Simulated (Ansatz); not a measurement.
Basis-set extrapolation for CH$_{7}$O$_{2}$Si$_{2}$ (`CO[Si](O)[SiH3]`) radical (PBE0-D4/def2-TZVP geometry, frozen core, the Gaussian-basis code of Ansatz). Multiplicity 2, UHF reference.

```tsv
	def2-TZVPP	def2-QZVPP
HF	-769.683685	-769.711812
MP2 correlation	-0.874635	-0.942442
CCSD(T) correlation	-0.957526	not run
```

Energies in hartree. Use E(X) = E(∞) + A·exp(−7.88·√X) for Hartree–Fock and E(X) = E(∞) + B·X^(−2.97) for correlation, with X = 3 and 4, and add CCSD(T) minus MP2 of the smaller set to the MP2 limit.

Question: What is the CCSD(T) energy at the basis-set limit?

Answer: HF limit: -769.711812 + (-0.028127) × 0.13774 = -769.71569. MP2 limit: -0.942442 + (-0.067807) × 0.74074 = -0.99267. Higher-order term: -0.957526 − (-0.874635) = -0.08289. Total: -770.79125 hartree, 393.9 kJ/mol below CCSD(T)/def2-TZVPP.
